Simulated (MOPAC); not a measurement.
MOPAC input (PM6):

```
PM6 1SCF CHARGE=-1 GEO-OK AUX(PRECISION=9) THREADS=1
C4H6B

C     0.59509000 1    2.32986200 1    0.64063000 1
C     0.29563400 1    1.15744800 1    0.31825700 1
B    -0.05764200 1   -0.22567800 1   -0.06205400 1
C     1.05072600 1   -1.34911900 1   -0.33137500 1
C    -1.57545200 1   -0.70525500 1   -0.23350500 1
H     1.02463800 1   -2.09146800 1    0.47887200 1
H     2.06400300 1   -0.94707300 1   -0.37868700 1
H     0.85139100 1   -1.91128600 1   -1.25358100 1
H    -2.29864100 1    0.02843100 1    0.12609300 1
H    -1.78499100 1   -0.88542100 1   -1.29741200 1
H    -1.76417900 1   -1.66241000 1    0.27094100 1
```

From the output:

```
                                                       MOPAC v23.2.5 Linux

          FINAL HEAT OF FORMATION =         65.79427 KCAL/MOL =     275.28322 KJ/MOL

          COSMO AREA              =        127.55 SQUARE ANGSTROMS
          COSMO VOLUME            =        113.15 CUBIC ANGSTROMS

          IONIZATION POTENTIAL    =          3.209575 EV
          HOMO LUMO ENERGIES (EV) =         -3.210  5.810
          NO. OF FILLED LEVELS    =         13
          MOLECULAR WEIGHT        =         64.9014         POINT GROUP:  C2

          MOLECULAR DIMENSIONS (Angstroms)

            Atom       Atom       Distance
            H     8    C     1     4.65200
            H     9    H     7     4.29607
            H     6    H    10     2.15436

          SCF CALCULATIONS        =          1

   ATOM   CHEMICAL          X               Y               Z
  NUMBER   SYMBOL      (ANGSTROMS)     (ANGSTROMS)     (ANGSTROMS)

     1       C          0.59509000  *   2.32986200  *   0.64063000  *
     2       C          0.29563400  *   1.15744800  *   0.31825700  *
     3       B         -0.05764200  *  -0.22567800  *  -0.06205400  *
     4       C          1.05072600  *  -1.34911900  *  -0.33137500  *
     5       C         -1.57545200  *  -0.70525500  *  -0.23350500  *
     6       H          1.02463800  *  -2.09146800  *   0.47887200  *
     7       H          2.06400300  *  -0.94707300  *  -0.37868700  *
     8       H          0.85139100  *  -1.91128600  *  -1.25358100  *
     9       H         -2.29864100  *   0.02843100  *   0.12609300  *
    10       H         -1.78499100  *  -0.88542100  *  -1.29741200  *
    11       H         -1.76417900  *  -1.66241000  *   0.27094100  *

                             CARTESIAN COORDINATES

   1    C        0.595090000     2.329862000     0.640630000
   2    C        0.295634000     1.157448000     0.318257000
   3    B       -0.057642000    -0.225678000    -0.062054000
   4    C        1.050726000    -1.349119000    -0.331375000
   5    C       -1.575452000    -0.705255000    -0.233505000
   6    H        1.024638000    -2.091468000     0.478872000
   7    H        2.064003000    -0.947073000    -0.378687000
   8    H        0.851391000    -1.911286000    -1.253581000
   9    H       -2.298641000     0.028431000     0.126093000
  10    H       -1.784991000    -0.885421000    -1.297412000
  11    H       -1.764179000    -1.662410000     0.270941000

           Empirical Formula: C4 H6 B  =    11 atoms

      MOLECULAR POINT GROUP   :   C2

                  EIGENVALUES
 -20.55656 -19.43176 -16.99412 -11.35855  -9.76902  -9.58537  -8.97755  -8.72285
  -7.12587  -6.43637  -3.67771  -3.38460  -3.20958   5.81044   7.73422   8.75867
   9.53947  10.03638  10.18026  10.27669  10.30553  10.48760  11.22962  11.57447
  11.58457  14.88359

              NET ATOMIC CHARGES AND DIPOLE CONTRIBUTIONS

  ATOM NO.   TYPE          CHARGE      No. of ELECS.   s-Pop       p-Pop
    1          C          -0.246350        4.2463     1.62328     2.62307
    2          C          -0.577073        4.5771     1.16634     3.41073
    3          B           0.176876        2.8231     1.03590     1.78722
    4          C          -0.533882        4.5339     1.09177     3.44211
    5          C          -0.533882        4.5339     1.09177     3.44211
    6          H           0.117440        0.8826     0.88256
    7          H           0.129841        0.8702     0.87016
    8          H           0.109875        0.8901     0.89012
    9          H           0.129841        0.8702     0.87016
   10          H           0.117440        0.8826     0.88256
   11          H           0.109875        0.8901     0.89012
 DIPOLE           X         Y         Z       TOTAL
 POINT-CHG.    -1.147    -4.491    -1.235     4.797
 HYBRID        -0.579    -2.268    -0.624     2.423
 SUM           -1.726    -6.759    -1.859     7.219

          ATOMIC ORBITAL ELECTRON POPULATIONS

     Atom    s        px        py        pz
    1  C   1.62328   0.81668   1.18640   0.61999
    2  C   1.16634   1.18351   1.03890   1.18833
    3  B   1.03590   0.70482   0.76297   0.31943
    4  C   1.09177   1.16934   1.15590   1.11688
    5  C   1.09177   1.19228   1.12732   1.12251
    6  H   0.88256
    7  H   0.87016
    8  H   0.89012
    9  H   0.87016
   10  H   0.88256
   11  H   0.89012

 **********************
 *                    *
 * JOB ENDED NORMALLY *
 *                    *
 **********************

 == MOPAC DONE ==
```

The dipole moment of an ion depends on the origin.

The geometry given is a B3LYP-D3(BJ)/def2-TZVP minimum.
